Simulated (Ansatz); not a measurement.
Start from `C=C(Cl)[SiH2][SiH3]` and change one atom or group to get `C=[C](Cl)[AlH][SiH3]`.

Ansatz, PBE0-D4/def2-TZVP geometries, multiplicity 1. Each molecule was computed in one conformer, which needn't be the lowest.

```
                                        property  `C=C(Cl)[SiH2][SiH3]`
             HOMO–LUMO gap (PBE/def2-TZVPP) / eV                   4.67
         HOMO–LUMO gap (ωB97M-V/def2-TZVPP) / eV                  10.91
size of the dipole moment (B3LYP/def2-TZVPP) / D                   1.26
               LUMO energy (PBE/def2-TZVPP) / eV                  -1.79
           HOMO–LUMO gap (B3LYP/def2-TZVPP) / eV                   6.31
  size of the dipole moment (PBE/def2-TZVPP) / D                   1.15
```

Question: What does the change do to each property? (An estimate is asked.)

Answer: The calculation gave: 
```csv
property,`C=[C](Cl)[AlH][SiH3]`,shift
HOMO–LUMO gap (PBE/def2-TZVPP) / eV,3.46,-1.21
HOMO–LUMO gap (ωB97M-V/def2-TZVPP) / eV,9.10,-1.81
size of the dipole moment (B3LYP/def2-TZVPP) / D,1.16,-0.10
LUMO energy (PBE/def2-TZVPP) / eV,-2.99,-1.20
HOMO–LUMO gap (B3LYP/def2-TZVPP) / eV,4.99,-1.32
size of the dipole moment (PBE/def2-TZVPP) / D,1.10,-0.05
```

Dipoles are sizes alone; their direction can turn.

B3LYP here is the variant with VWN-RPA as its local correlation; programs differ in this.
